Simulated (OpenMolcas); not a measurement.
Computed levels of 4s2 4p2 in ions with 32 electrons, in cm-1 above 3P0.

```json
{
  "Program": "OpenMolcas",
  "Method": "SS-CASPT2, IPEA 0.25 Eh, imaginary shift 0.1 Eh",
  "Basis": "ANO-RCC-VTZP",
  "Scalar Hamiltonian": "DKH2, point nucleus",
  "Spin-orbit coupling": "state interaction with AMFI integrals over the reference wave functions, term energies averaged over their components"
}
```

Active space for each ion: 4 electrons in 4 orbitals (4s 4p); closed shells correlated by CASPT2: 3d.

```json
{"Level": "3P1", "Ge": "491", "Se2+": "1555", "Br3+": "2370", "Kr4+": "3340"}
{"Level": "3P2", "Ge": "1264", "Se2+": "3560", "Br3+": "5150", "Kr4+": "6940"}
{"Level": "1D2", "Ge": "8240", "Se2+": "12760", "Br3+": "15900", "Kr4+": "19200"}
{"Level": "1S0", "Ge": "17720", "Se2+": "27190", "Br3+": "32700", "Kr4+": "38260"}
```

Question: Estimate 3P2, 1D2, 1S0 for As+ from its neighbours Ge and Se2+.

Answer: 3P2 is fine structure, which grows about as the fourth power of a screened charge, so the fourth roots are averaged: ((1264^0.25 + 3560^0.25) / 2)^4 = 2193. The calculation gives 2280, so the estimate is off by -3.8 %; the measured value is 2541 (NIST Handbook of Basic Atomic Spectroscopic Data).
1D2 is another term, which grows about linearly with the charge: (8240 + 12760) / 2 = 10500. The calculation gives 9890, so the estimate is off by +6.2 %; the measured value is 10096 (NIST Handbook of Basic Atomic Spectroscopic Data).
1S0 is another term, which grows about linearly with the charge: (17720 + 27190) / 2 = 22455. The calculation gives 21610, so the estimate is off by +3.9 %; the measured value is 22599 (NIST Handbook of Basic Atomic Spectroscopic Data).

CASPT2 breaks the degeneracy within a term, and the mean is taken; among the terms shown or strongly mixed into the levels shown the widest spread is 12 cm-1 (4s2 4p2 1D, As+). Over all roots computed the reference weight is 0.90 to 0.96 in Ge, 0.86 to 0.98 in As+, 0.86 to 0.98 in Se2+, 0.87 to 0.99 in Br3+, 0.87 to 0.99 in Kr4+; the roots of lowest weight are the least certain, and an intruder state may touch them. Some terms miss by over 15 % even with CASPT2, which points to a basis or an active space too small for the shells correlated (holds for Ge). Measured partners are found by configuration, term and J. A level has none where our copy of the source lacks it or the pairing is in doubt (some pairs that miss far off the trend of their configuration count as doubtful), and it then counts in no deviation. Levels of configurations outside the active space are missing.
